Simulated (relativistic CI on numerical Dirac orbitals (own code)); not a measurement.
## d8 in a ligand field

Computed with a parametric ligand-field model of a d^n configuration (Racah B and C, spin-orbit zeta, crystal field), exact diagonalisation.

Field parameters in Wybourne normalisation: Oh B⁴₀ = 21Dq, B⁴₄ = √(5/14) B⁴₀; Td as Oh with Dq negative (B⁴₀ = 21Dq, B⁴₄ = √(5/14) B⁴₀). The field is a parameter set, without covalency.

(1) A d8 ion in Oh symmetry has the ground term 3A2 and bands at 1E 7610 cm⁻¹ (1314 nm), 1A1 14480 cm⁻¹ (691 nm), 3T2 27550 cm⁻¹ (363 nm), 3T1 32958 cm⁻¹ (303 nm), 1T2 35112 cm⁻¹ (285 nm), 3T1 56892 cm⁻¹ (176 nm). Which parameters reproduce them?

(2) Ground term and bands for B = 490, C = 1970, ζ = 0 cm⁻¹, Td, 10Dq = -7750 cm⁻¹?

(3) Ground term and bands for B = 770, C = 3050, ζ = 0 cm⁻¹, Oh, 10Dq = 21300 cm⁻¹?

(4) A d8 ion in Oh symmetry has the ground term 3A2 and bands at 1E 12685 cm⁻¹ (788 nm), 1A1 23378 cm⁻¹ (428 nm), 3T2 28850 cm⁻¹ (347 nm), 3T1 36969 cm⁻¹ (270 nm), 1T2 41424 cm⁻¹ (241 nm), 3T1 60831 cm⁻¹ (164 nm). Which parameters reproduce them?

(5) Ground term and bands for B = 680, C = 2460, ζ = 0 cm⁻¹, Oh, 10Dq = 32200 cm⁻¹?

Answers

(1) B = 480, C = 1910, ζ = 0 cm⁻¹, Oh, 10Dq = 27550 cm⁻¹.

(2) Ground term 3T1 with 3.95 electrons in the two orbitals of the cubic e set. Spin-allowed: 3T2 6954 cm⁻¹ (1438 nm), 3T1 13507 cm⁻¹ (740 nm), 3A2 14704 cm⁻¹ (680 nm). Lowest spin-forbidden: 1T2 7176 cm⁻¹ (1393 nm), 1E 7364 cm⁻¹ (1358 nm), 1A1 14578 cm⁻¹ (686 nm).

(3) Ground term 3A2 with 2.00 electrons in the two orbitals of the cubic e set. Spin-allowed: 3T2 21300 cm⁻¹ (469 nm), 3T1 29183 cm⁻¹ (343 nm), 3T1 46267 cm⁻¹ (216 nm). Lowest spin-forbidden: 1E 12097 cm⁻¹ (827 nm), 1A1 21978 cm⁻¹ (455 nm), 1T2 33242 cm⁻¹ (301 nm). With an A2 ground term the first spin-allowed band lies at |10Dq| itself.

(4) B = 750, C = 3400, ζ = 0 cm⁻¹, Oh, 10Dq = 28850 cm⁻¹.

(5) Ground term 3A2 with 2.00 electrons in the two orbitals of the cubic e set. Spin-allowed: 3T2 32200 cm⁻¹ (311 nm), 3T1 39737 cm⁻¹ (252 nm), 3T1 67063 cm⁻¹ (149 nm). Lowest spin-forbidden: 1E 10275 cm⁻¹ (973 nm), 1A1 19460 cm⁻¹ (514 nm), 1T2 42392 cm⁻¹ (236 nm). With an A2 ground term the first spin-allowed band lies at |10Dq| itself.
